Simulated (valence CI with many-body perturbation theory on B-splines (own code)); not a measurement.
## Rb³²⁺: electric-dipole lines

Calculated by relativistic CI+MBPT: three valence electrons over a frozen Dirac-Fock core [He], a basis of 11 s, 11 p, 10 d, 8 f, 5 g, 2 h functions for each j, with the one-electron correlation potential Σ1, the two-electron term Σ2, the three-electron term Σ3, Breit, model QED; selected CI, second order for the rest, scaled by the run's own slope (own B-spline code, finite nucleus).

No measured spectrum was set against this ion. As an estimate, large intervals hold to a few tenths of a per cent, small ones and those within an open d or f shell to about a per cent.

Lines 151 to 200 of 593 in falling wavelength, among levels below 239.45 Ry, chosen from the strongest by gf and those to the six lowest levels. Wavelengths and rates use the calculated energies. Electric multipoles are in the length gauge, E1 and E2 with the static RPA response of the core. Weak lines are less certain than strong ones. Lines between different terms over intervals too small for the method are left out, as are lines whose strength nearly cancels. Where a level lies close to another of its J and parity, the split of strength between their lines is uncertain. The highest levels of a list are the least certain.

Levels are named by their leading jj configuration (3d3/2^4 stands for four electrons in 3d with j = 3/2), which in mixed levels can hold well under half, so a name can repeat and another be missing. Letters in brackets count levels of one name in rising energy.

| λ vac (nm) | Upper | Lower | A (s⁻¹) | S (a.u.) |
| --- | --- | --- | --- | --- |
| 6.787 | (2s 2p3/2 4f7/2) J=5/2 [b] | (2s^2 4f7/2) J=7/2 | 6.51e+10 | 6.03e-02 |
| 6.785 | (2s 2p3/2 3d3/2) J=5/2 [b] | (2s^2 3d3/2) J=3/2 | 4.59e+10 | 4.25e-02 |
| 6.783 | (2s 2p3/2 4f5/2) J=3/2 [b] | (2s^2 4f5/2) J=5/2 | 6.77e+10 | 4.17e-02 |
| 6.781 | (2s 2p3/2 4p3/2) J=3/2 [b] | (2s^2 4p3/2) J=3/2 | 6.69e+10 | 4.12e-02 |
| 6.775 | (2s 2p3/2 4s) J=3/2 [b] | (2s^2 4s) J=1/2 | 6.57e+10 | 4.03e-02 |
| 6.739 | (2s 2p3/2 4d5/2) J=3/2 [b] | (2s^2 4d5/2) J=5/2 | 7.52e+10 | 4.54e-02 |
| 6.725 | (2s 2p3/2 3d3/2) J=3/2 [b] | (2s^2 3d3/2) J=3/2 | 6.51e+10 | 3.91e-02 |
| 6.691 | (2s 2p3/2 3d5/2) J=5/2 [b] | (2s^2 3d5/2) J=5/2 | 6.76e+10 | 5.99e-02 |
| 6.680 | (2s 2p3/2 3p3/2) J=3/2 [b] | (2s^2 3p3/2) J=3/2 | 6.17e+10 | 3.63e-02 |
| 6.662 | (2s 2p3/2 3p1/2) J=3/2 [b] | (2s^2 3p1/2) J=1/2 | 6.07e+10 | 3.54e-02 |
| 6.635 | (2s 2p3/2 3s) J=3/2 [b] | (2s^2 3s) J=1/2 | 6.67e+10 | 3.84e-02 |
| 6.600 | (2p3/2^2 3p3/2) J=7/2 | (2s 2p3/2 3p3/2) J=7/2 | 3.27e+10 | 3.71e-02 |
| 6.580 | (2s 2p3/2 3d5/2) J=3/2 [b] | (2s^2 3d5/2) J=5/2 | 5.91e+10 | 3.32e-02 |
| 6.578 | (2p3/2^2 3p1/2) J=5/2 | (2s 2p3/2 3p1/2) J=5/2 | 3.32e+10 | 2.80e-02 |
| 6.578 | (2p3/2^2 3d5/2) J=9/2 | (2s 2p3/2 3d5/2) J=9/2 | 2.91e+10 | 4.08e-02 |
| 6.555 | (2s 2p1/2 2p3/2) J=3/2 [b] | (2s^2 2p1/2) J=1/2 | 5.52e+10 | 3.07e-02 |
| 6.486 | (2p3/2^2 3s) J=5/2 | (2s 2p3/2 3s) J=5/2 | 3.24e+10 | 2.62e-02 |
| 6.376 | (2p1/2 2p3/2^2) J=3/2 | (2s 2p1/2 2p3/2) J=5/2 | 7.62e+09 | 3.90e-03 |
| 6.273 | (2s 2p1/2 2p3/2) J=1/2 | (2s^2 2p1/2) J=1/2 | 1.08e+11 | 2.64e-02 |
| 6.263 | (2p1/2 2p3/2^2) J=1/2 | (2s 2p1/2 2p3/2) J=3/2 [b] | 9.69e+10 | 2.35e-02 |
| 6.133 | (2s 2p3/2^2) J=1/2 | (2s^2 2p3/2) J=3/2 | 9.18e+10 | 2.09e-02 |
| 6.094 | (2s 2p3/2^2) J=3/2 | (2s^2 2p3/2) J=3/2 | 1.35e+11 | 6.02e-02 |
| 6.050 | (2p1/2^2 2p3/2) J=3/2 | (2s 2p1/2^2) J=1/2 | 3.93e+10 | 1.72e-02 |
| 5.983 | (2p1/2 2p3/2^2) J=5/2 | (2s 2p1/2 2p3/2) J=5/2 | 3.13e+10 | 1.99e-02 |
| 5.823 | (2p1/2 2p3/2^2) J=3/2 | (2s 2p1/2 2p3/2) J=3/2 [a] | 4.34e+10 | 1.69e-02 |
| 1.777 | (2s 2p3/2 4f7/2) J=5/2 [a] | (2s 2p3/2 3d3/2) J=3/2 [b] | 4.62e+11 | 7.68e-03 |
| 1.762 | (2s 2p3/2 4f7/2) J=9/2 [b] | (2p1/2 2p3/2 3p3/2) J=7/2 | 3.08e+11 | 8.33e-03 |
| 1.725 | (2s 2p1/2 4f7/2) J=7/2 [a] | (2s 2p1/2 3d5/2) J=5/2 [b] | 1.13e+12 | 2.29e-02 |
| 1.724 | (2s 2p1/2 4f7/2) J=5/2 | (2s 2p3/2 3s) J=3/2 [b] | 5.02e+11 | 7.61e-03 |
| 1.724 | (2s 2p1/2 4f5/2) J=5/2 [a] | (2s 2p1/2 3d5/2) J=3/2 | 1.03e+12 | 1.56e-02 |
| 1.721 | (2s 2p1/2 4p3/2) J=5/2 | (2s 2p1/2 3d5/2) J=7/2 | 4.30e+11 | 6.50e-03 |
| 1.721 | (2s 2p3/2 4p3/2) J=5/2 [b] | (2s 2p3/2 3d5/2) J=7/2 [b] | 4.57e+11 | 6.89e-03 |
| 1.720 | (2s 2p3/2 4f5/2) J=3/2 [a] | (2s 2p3/2 3d5/2) J=1/2 | 8.02e+11 | 8.06e-03 |
| 1.716 | (2s 2p3/2 4s) J=5/2 | (2s 2p3/2 3p3/2) J=5/2 [a] | 5.03e+11 | 7.53e-03 |
| 1.716 | (2s 2p3/2 4f5/2) J=7/2 [b] | (2p1/2 2p3/2 3p1/2) J=5/2 | 5.05e+11 | 1.01e-02 |
| 1.714 | (2s 2p3/2 4f7/2) J=3/2 | (2s 2p3/2 3d5/2) J=1/2 | 1.03e+13 | 1.03e-01 |
| 1.709 | (2s 2p3/2 4p3/2) J=7/2 | (2s 2p3/2 3d5/2) J=9/2 | 4.00e+11 | 7.87e-03 |
| 1.707 | (2s 2p3/2 4f7/2) J=7/2 [a] | (2s 2p3/2 3d5/2) J=7/2 [a] | 2.28e+12 | 4.47e-02 |
| 1.707 | (2s 2p3/2 4s) J=3/2 [a] | (2s 2p3/2 3p3/2) J=5/2 [a] | 9.65e+11 | 9.48e-03 |
| 1.707 | (2s 2p3/2 4f7/2) J=9/2 [a] | (2s 2p3/2 3d5/2) J=7/2 [a] | 1.57e+13 | 3.84e-01 |
| 1.706 | (2p1/2^2 4s) J=1/2 | (2p1/2^2 3p3/2) J=3/2 | 2.04e+12 | 1.00e-02 |
| 1.703 | (2s 2p1/2 4s) J=1/2 [a] | (2s 2p1/2 3p3/2) J=3/2 [a] | 2.04e+12 | 9.93e-03 |
| 1.702 | (2s 2p1/2 4f5/2) J=7/2 | (2s 2p1/2 3d5/2) J=5/2 [b] | 1.61e+12 | 3.13e-02 |
| 1.702 | (2s 2p1/2 4s) J=1/2 [b] | (2s 2p1/2 3p3/2) J=3/2 [b] | 1.35e+12 | 6.59e-03 |
| 1.701 | (2s 2p1/2 4f5/2) J=5/2 [b] | (2s 2p1/2 3d5/2) J=5/2 [b] | 5.47e+11 | 7.97e-03 |
| 1.700 | (2s 2p1/2 4s) J=3/2 | (2s 2p1/2 3p3/2) J=5/2 | 1.61e+12 | 1.56e-02 |
| 1.698 | (2s 2p1/2 4f5/2) J=5/2 [a] | (2s 2p1/2 3d3/2) J=3/2 [b] | 1.26e+12 | 1.83e-02 |
| 1.698 | (2s 2p1/2 4f7/2) J=5/2 | (2s 2p1/2 3d5/2) J=5/2 [b] | 9.68e+11 | 1.40e-02 |
| 1.698 | (2s 2p3/2 4f5/2) J=5/2 [a] | (2s 2p3/2 3d5/2) J=3/2 [a] | 1.08e+12 | 1.56e-02 |
| 1.697 | (2s 2p1/2 4f7/2) J=7/2 [b] | (2s 2p1/2 3d5/2) J=5/2 [b] | 1.30e+13 | 2.51e-01 |
